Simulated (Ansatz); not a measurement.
Results of the Gaussian-basis code of Ansatz.

A structure relaxed at PBE0-D4/def2-TZVP, charge 0, multiplicity 1:

```xyz
13

N    -1.877    0.234    0.748
Al   -0.339    0.137   -0.127
Si   -0.107    1.525   -2.142
Si    1.343   -1.374    0.865
O     0.893   -1.922    2.372
H    -2.664    0.805    0.483
H    -2.106   -0.319    1.559
H     0.209    0.697   -3.342
H    -1.345    2.298   -2.452
H     1.005    2.511   -2.000
H     2.691   -0.723    0.929
H     1.518   -2.611    0.054
H     0.781   -1.259    3.054
```

Q: Give its formula and SMILES.

A: AlH8NOSi2, `[NH2][Al]([SiH3])[SiH2]O`.

Q: Point group (tolerance 0.08 Å, 0.16 Å for H)?

A: C1.

Q: Summarise the bond lengths by kind.

A: 1 × Al–N 1.772 Å; 2 × H–N 1.008 Å; 2 × Al–Si 2.457 to 2.469 Å; 5 × H–Si 1.490 to 1.498 Å; 1 × O–Si 1.666 Å; 1 × H–O 0.958 Å.
